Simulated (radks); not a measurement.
Species: Yb XXXVI. Configuration: [Ar] 3d10 4s2 4p5. All-electron calculation, scalar-relativistic Kohn-Sham, PBE, spin-unpolarised, spherical densities, point nucleus. Program: a radial shooting solver on a logarithmic mesh with Libxc functionals.

X-ray form factor f0, the Fourier transform of the density (f0(0) = 35):

| sin(theta)/lambda (1/angstrom) | f0 (electrons) |
|---|---|
| 0.05 | 34.954 |
| 0.1 | 34.818 |
| 0.15 | 34.594 |
| 0.2 | 34.284 |
| 0.25 | 33.894 |
| 0.3 | 33.429 |
| 0.4 | 32.299 |
| 0.5 | 30.955 |
| 0.6 | 29.461 |
| 0.8 | 26.279 |
| 1 | 23.182 |
| 1.25 | 19.800 |
| 1.5 | 17.054 |
| 2 | 12.935 |
